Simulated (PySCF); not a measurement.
Molecule (SMILES): F[C]Cl (closed-shell singlet).
Geometry (B3LYP-D3(BJ)/def2-TZVP, fixed):
```
C
F 1 1.2975
Cl 1 1.7557 2 106.70
```

Basis-set convergence of the mean static polarisability at HF with PySCF. All functions are spherical. Density fitting with generated auxiliary sets. No added dispersion term, no relativity. Reference: the value in aug-pcseg-3, 27.97 bohr³, itself unsure by roughly 0.3 % (its mean distance from aug-cc-pV(Q+d)Z, aug-pcseg-2, aug-cc-pV(T+d)Z). Deviations are taken from unrounded values. Cost is core time over that of def2-TZVP, rough, on shared machines of one kind; a dash marks a row that isn't timed (too short, read off another run, short of memory, by another algorithm or on other hardware).

```json
[
 {"basis": "3-21G", "functions": "31", "mean static polarisability (bohr³)": "16.43", "minus reference (%)": "-41.3", "cost": "-"},
 {"basis": "6-31G**", "functions": "46", "mean static polarisability (bohr³)": "19.25", "minus reference (%)": "-31.2", "cost": "-"},
 {"basis": "cc-pV(D+d)Z", "functions": "51", "mean static polarisability (bohr³)": "19.22", "minus reference (%)": "-31.3", "cost": "-"},
 {"basis": "6-31+G*", "functions": "58", "mean static polarisability (bohr³)": "23.08", "minus reference (%)": "-17.5", "cost": "-"},
 {"basis": "Sadlej pVTZ", "functions": "80", "mean static polarisability (bohr³)": "27.82", "minus reference (%)": "-0.5", "cost": "0.6×"},
 {"basis": "cc-pV(T+d)Z", "functions": "99", "mean static polarisability (bohr³)": "23.06", "minus reference (%)": "-17.6", "cost": "0.9×"},
 {"basis": "def2-TZVP", "functions": "99", "mean static polarisability (bohr³)": "23.87", "minus reference (%)": "-14.6", "cost": "1×"},
 {"basis": "cc-pV(Q+d)Z", "functions": "174", "mean static polarisability (bohr³)": "25.55", "minus reference (%)": "-8.7", "cost": "5×"},
 {"basis": "pcseg-4", "functions": "307", "mean static polarisability (bohr³)": "27.62", "minus reference (%)": "-1.3", "cost": "30×"}
]
```

Of the sets listed that have larger relatives (same family, alike in diffuse functions), none stays within 5 % of the reference together with them. Inside, with no larger relative to test it: Sadlej pVTZ, pcseg-4.
